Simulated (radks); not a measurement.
Problem. The table gives one normalised radial function P(r) = r R(r) (large component) of Te48+ in [He] 2s2 (r in bohr). All-electron calculation, Dirac Kohn-Sham, PBE, spin-unpolarised, spherical densities, finite nucleus; Fermi nuclear charge, rms radius 4.7423 fm. Program: a radial shooting solver on a logarithmic mesh with Libxc functionals.

r	P
0.001063	0.9249
0.00117	1.0053
0.001287	1.0920
0.001406	1.1773
0.001547	1.2773
0.001703	1.3847
0.001875	1.4999
0.002064	1.6232
0.002272	1.7549
0.002501	1.8952
0.002753	2.0443
0.003006	2.1888
0.003309	2.3547
0.003642	2.5293
0.004009	2.7120
0.004413	2.9024
0.004858	3.0996
0.005348	3.3025
0.005886	3.5097
0.006428	3.7020
0.007075	3.9121
0.007788	4.1203
0.008573	4.3235
0.009437	4.5182
0.01039	4.7005
0.01143	4.8661
0.01259	5.0102
0.01374	5.1191
0.01513	5.2078
0.01665	5.2602
0.01833	5.2713
0.02018	5.2367
0.02221	5.1529
0.02445	5.0174
0.02691	4.8293
0.02939	4.6114
0.03235	4.3269
0.03561	3.9984
0.0392	3.6333
0.04315	3.2411
0.0475	2.8331
0.05228	2.4217
0.05755	2.0197
0.06284	1.6701
0.06917	1.3195
0.07614	1.0092
0.08382	0.7449
0.09226	0.5286
0.1016	0.3592
0.1118	0.2327
0.1231	0.1431
0.1344	0.0871
0.1479	0.0477
0.1628	0.0244
0.1792	0.0115
0.1973	0.0050
0.2172	0.0020
0.239	0.0007
0.2631	0.0002
0.2873	0.0001
0.3163	0.0000
0.3482	0.0000
0.3832	0.0000

Which n and l does it have? It may be an empty orbital.

Solution. n = 1, l = 0: the number of nodes gives n - l - 1 = 0, the rise at small r points to l (this Dirac orbital starts outside the nucleus as r^gamma with gamma = sqrt((l + 1)^2 - (Z/c)^2) = 0.93; the j = 1/2 orbital of l + 1 starts with the same power, but with a smaller coefficient, and then steepens), and the extent must fit the shell. The curve is that of 1s1/2. 1s1/2: eigenvalue -36339 eV, 0 radial nodes, <r> = 0.0277 bohr, 90 % of the charge inside 0.0497 bohr.
